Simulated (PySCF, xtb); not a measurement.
C3H3F4, SMILES F[C](F)CC(F)F (connectivity only; charge and spin as stated), charge +1, multiplicity 1.

GFN2-xTB run with xtb at its own geometry gives an orbital gap of 2.30 eV.

Coordinates come from a PBE0-D3(BJ)/def2-SVP optimisation. The multiplicity is an assumed one; no other spin state was optimised. The isomer is the one that the SMILES or the coordinates give; other isomers of the formula were not compared. One conformer was computed; it need not be the lowest.

Task: What does B3LYP/def2-TZVP run with PySCF give? (An estimate is asked for; the answer gives what the named calculation found.)

Result: gap 5.40 eV (levels -15.32 and -9.92 eV).
